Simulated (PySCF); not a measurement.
## `C[C@@H]1C[C@H](F)C[C@H]1S`, C₆H₁₁FS

Geometry:
```tsv
atom	x (Å)	y (Å)	z (Å)
C1	2.074	-0.138	-0.480
C2	0.767	0.022	0.281
C3	0.029	-1.304	0.530
C4	-1.475	-0.989	0.462
F5	-2.044	-1.680	-0.593
C6	-1.590	0.515	0.209
C7	-0.270	0.863	-0.470
S8	0.103	2.644	-0.494
H9	2.513	0.839	-0.673
H10	1.902	-0.634	-1.432
H11	2.781	-0.728	0.097
H12	0.972	0.506	1.243
H13	0.264	-2.020	-0.257
H14	0.304	-1.747	1.485
H15	-2.030	-1.314	1.348
H16	-2.458	0.750	-0.404
H17	-1.675	1.042	1.161
H18	-0.296	0.578	-1.524
H19	0.121	2.803	0.830
```

Computed, not measured: TDDFT CAM-B3LYP/def2-SVPD circular dichroism and optical rotation, one conformer, gas phase in PySCF. Geometry: GFN2-xTB.

The molecule is flexible and this is one conformer; a measurement averages over conformers. States above about 8.2 eV (minus the energy of the highest occupied orbital) lie near or above the ionisation threshold and depend on the basis.

Stereocentres: C2 R, C4 S, C7 R.

Q: Give the optical rotatory dispersion at 633, 589.3, 546, 436, 405, 365, 355 nm.

A: [α] in deg dm⁻¹ (g/mL)⁻¹:
| λ (nm) | origin-invariant length gauge | modified velocity gauge | length gauge (centre of mass) | isotropic polarisability (au) |
| --- | --- | --- | --- | --- |
| 633 | -66.9 | -62.1 | -68.6 | 91.1 |
| 589.3 | -78.2 | -72.6 | -80.2 | 91.4 |
| 546 | -92.7 | -86.1 | -95.0 | 91.7 |
| 436 | -156.0 | -145.3 | -159.8 | 93.3 |
| 405 | -186.9 | -174.3 | -191.5 | 94.0 |
| 365 | -244.4 | -228.3 | -250.3 | 95.2 |
| 355 | -263.4 | -246.3 | -269.8 | 95.6 |

Q: And for the mirror image at 589.3 nm?

A: +78.2 deg dm⁻¹ (g/mL)⁻¹ (origin-invariant length gauge): the same size and the opposite sign.

Q: What is the molar rotation [Φ] = [α]·M/100 of the geometry above at 589.3 nm?

A: With M = 134.21 g/mol, -105.0 deg cm² dmol⁻¹ (origin-invariant length gauge).

The first excitation lies at 5.55 eV (223 nm) with R = -1.9 × 10⁻⁴⁰ esu² cm² (velocity form).
